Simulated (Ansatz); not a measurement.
Gas-phase electronic energies from Ansatz, PBE0-D4/def2-TZVP geometries. CCSD(T)/CBS is the MP2 limit (def2-TZVPP, def2-QZVPP) plus CCSD(T) − MP2 in def2-TZVPP, frozen cores. This one scheme is used for every species. Functionals use def2-TZVPP. B3LYP here is the variant with VWN-RPA as its local correlation; programs differ in this. One conformer a species, not always the lowest.

Consider the substitution at a C–C bond: `FCCC(F)(F)CF` + CH₃OH → `COCCF` + `FCC(F)F`.

`FCCC(F)(F)CF`:

```xyz
14

F     0.428    1.146   -2.619
C     0.706    0.655   -1.356
C    -0.609    0.452   -0.634
C    -0.490    0.127    0.836
F    -1.745    0.093    1.374
F     0.179    1.128    1.470
C     0.147   -1.196    1.216
F     1.440   -1.257    0.759
H     1.332    1.385   -0.839
H     1.265   -0.274   -1.475
H    -1.189   -0.337   -1.117
H    -1.188    1.377   -0.700
H     0.149   -1.279    2.306
H    -0.426   -2.018    0.779
```

CH₃OH:

Z-matrix (Å, degrees):
```
C
O 1 1.409
H 1 1.097 2 112.4
H 1 1.090 2 107.0 3 -118.5
H 1 1.097 2 112.4 3 123.0
H 2 0.959 1 108.5 3 -61.6
```

`COCCF`:

Cartesian coordinates in Å:
```
C -0.961 1.377 -0.001
O -0.053 0.761 -0.883
C 0.125 -0.612 -0.671
C 1.052 -0.957 0.466
F 0.445 -0.754 1.695
H -1.118 2.392 -0.366
H -1.924 0.848 0.006
H -0.581 1.418 1.025
H -0.841 -1.115 -0.518
H 0.569 -1.011 -1.590
H 1.950 -0.334 0.430
H 1.336 -2.013 0.408
```

`FCC(F)F`:

```xyz
8

F     0.003    1.419   -1.069
C     0.566    0.409   -0.331
C    -0.528   -0.433    0.278
F    -1.196    0.271    1.218
F     0.046   -1.501    0.886
H     1.180    0.839    0.465
H     1.182   -0.213   -0.986
H    -1.253   -0.791   -0.460
```

Question: Is it downhill or uphill in electronic energy at CCSD(T)/CBS, and by how much? (Best estimate.)

Answer: Computed: Uphill: ΔE = +55.2 kJ/mol.

Question: What do these levels give: PBE, revPBE, PBE0, B3LYP, r2SCANh, HF/CBS(def2)? (Best estimate.)

Answer: The calculation gave: PBE 43.8, revPBE 40.4, PBE0 47.2, B3LYP 40.4, r2SCANh 50.9, HF/CBS(def2) 39.0 kJ/mol.

Largest T1 diagnostic among the species: 0.011.

From BLYP to BHLYP (50 % exact exchange), in def2-TZVPP and without D4, ΔE moves by +7.1 kJ/mol. In def2-TZVPP, CCSD(T) changes the Hartree–Fock value by +12.4 kJ/mol (the triples alone add +1.0 kJ/mol) and MP2 by +15.4 kJ/mol. At CCSD(T), def2-SVP lies −4.4 kJ/mol from the extrapolated value and def2-TZVPP −3.4 kJ/mol.
